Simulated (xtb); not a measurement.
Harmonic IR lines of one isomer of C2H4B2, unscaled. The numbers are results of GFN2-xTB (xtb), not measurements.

wavenumber (cm⁻¹): 652 (vs), 685 (w), 833 (s), 1570 (s), 3048 (m), 3056 (m), 3062 (m), 3070 (m)

Identify which structure gives these lines.
A. `C=BB=C`
B. `[H]/B=C/C=B/[H]`
C. `BC#CB`
D. `BBC#C`

A, `C=BB=C`
